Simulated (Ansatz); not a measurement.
`C[SiH](S)CF` and `FC[SiH](S)Cl` differ in one atom or group.

Ansatz, PBE0-D4/def2-TZVP geometries, multiplicity 1. Each molecule was computed in one conformer, which needn't be the lowest.

```
                                        property  `C[SiH](S)CF`
size of the dipole moment (B3LYP/def2-TZVPP) / D           1.28
               HOMO energy (PBE/def2-TZVPP) / eV          -6.20
              HOMO energy (PBE0/def2-TZVPP) / eV          -7.46
              LUMO energy (PBE0/def2-TZVPP) / eV           0.31
            HOMO–LUMO gap (PBE0/def2-TZVPP) / eV           7.78
             LUMO energy (B3LYP/def2-TZVPP) / eV           0.01
```

Task: What does the change do to each property? (Best estimate.)

Result: The calculation gave: 
```
                                        property  `FC[SiH](S)Cl`  shift
size of the dipole moment (B3LYP/def2-TZVPP) / D            1.89   0.61
               HOMO energy (PBE/def2-TZVPP) / eV           -6.75  -0.55
              HOMO energy (PBE0/def2-TZVPP) / eV           -8.01  -0.55
              LUMO energy (PBE0/def2-TZVPP) / eV           -0.22  -0.53
            HOMO–LUMO gap (PBE0/def2-TZVPP) / eV            7.80   0.02
             LUMO energy (B3LYP/def2-TZVPP) / eV           -0.49  -0.50
```

Dipoles are sizes alone; their direction can turn.

B3LYP here is the variant with VWN-RPA as its local correlation; programs differ in this.
